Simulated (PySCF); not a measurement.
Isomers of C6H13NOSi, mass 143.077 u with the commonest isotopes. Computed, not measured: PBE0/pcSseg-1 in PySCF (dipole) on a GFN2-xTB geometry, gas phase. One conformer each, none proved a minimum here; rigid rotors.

Task: Order these by rotational constant B, smallest first.
A. `[CH3:1][NH:2][C:3](=[O:4])/[CH:5]=[CH:6]/[SiH:7]([CH3:8])[CH3:9]` with C1–N2–C3–O4 -2°, N2–C3–C5–C6 -175°, C5–C6–Si7–C8 135°
B. `[CH2:1]=[CH:2][CH2:3][SiH2:4][N:5]([CH3:6])[C:7]([CH3:8])=[O:9]` with C1–C2–C3–Si4 102°, C2–C3–Si4–N5 47°, C3–Si4–N5–C6 -109°, Si4–N5–C7–C8 179°
C. `[CH3:1]/[N:2]=[CH:3]/[C@@H:4]1[CH2:5][O:6][CH2:7][CH2:8][SiH2:9]1` with N2–C3–C4–C5 -141°, C3–C4–C5–O6 -178°, C4–C5–O6–C7 73°, C5–O6–C7–C8 -73°, O6–C7–C8–Si9 56°

Result: A (513.6 MHz), C (755.6 MHz), B (874.8 MHz).

Task: Order these by rotational constant C, smallest first.
A. `[CH2:1]=[CH:2][CH2:3][SiH2:4][N:5]([CH3:6])[C:7]([CH3:8])=[O:9]` with C1–C2–C3–Si4 102°, C2–C3–Si4–N5 47°, C3–Si4–N5–C6 -109°, Si4–N5–C7–C8 179°
B. `[CH3:1][NH:2][C:3](=[O:4])/[CH:5]=[CH:6]/[SiH:7]([CH3:8])[CH3:9]` with C1–N2–C3–O4 -2°, N2–C3–C5–C6 -175°, C5–C6–Si7–C8 135°
C. `[CH3:1]/[N:2]=[CH:3]/[C@@H:4]1[CH2:5][O:6][CH2:7][CH2:8][SiH2:9]1` with N2–C3–C4–C5 -141°, C3–C4–C5–O6 -178°, C4–C5–O6–C7 73°, C5–O6–C7–C8 -73°, O6–C7–C8–Si9 56°

Result: B (461.5 MHz), C (634.6 MHz), A (822.4 MHz).

Task: Order these by radius of gyration √(Σ m r²/M), smallest first.
A. `[CH3:1][NH:2][C:3](=[O:4])/[CH:5]=[CH:6]/[SiH:7]([CH3:8])[CH3:9]` with C1–N2–C3–O4 -2°, N2–C3–C5–C6 -175°, C5–C6–Si7–C8 135°
B. `[CH2:1]=[CH:2][CH2:3][SiH2:4][N:5]([CH3:6])[C:7]([CH3:8])=[O:9]` with C1–C2–C3–Si4 102°, C2–C3–Si4–N5 47°, C3–Si4–N5–C6 -109°, Si4–N5–C7–C8 179°
C. `[CH3:1]/[N:2]=[CH:3]/[C@@H:4]1[CH2:5][O:6][CH2:7][CH2:8][SiH2:9]1` with N2–C3–C4–C5 -141°, C3–C4–C5–O6 -178°, C4–C5–O6–C7 73°, C5–O6–C7–C8 -73°, O6–C7–C8–Si9 56°

Result: B (2.241 Å), C (2.392 Å), A (2.794 Å).

```json
{"SMILES": "C=CC[SiH2]N(C)C(C)=O", "point group": "C1", "Ia (u·Å²)": "244.43", "Ib (u·Å²)": "577.73", "Ic (u·Å²)": "614.54", "κ": "-0.92", "μa (D)": "1.22", "μb (D)": "3.01", "μc (D)": "0.08"}
{"SMILES": "C/N=C/[C@@H]1COCC[SiH2]1", "point group": "C1", "Ia (u·Å²)": "172.10", "Ib (u·Å²)": "668.88", "Ic (u·Å²)": "796.36", "κ": "-0.89", "μa (D)": "0.26", "μb (D)": "0.62", "μc (D)": "1.77"}
{"SMILES": "CNC(=O)/C=C/[SiH](C)C", "point group": "C1", "Ia (u·Å²)": "154.98", "Ib (u·Å²)": "984.09", "Ic (u·Å²)": "1094.99", "κ": "-0.96", "μa (D)": "0.10", "μb (D)": "3.59", "μc (D)": "0.50"}
```
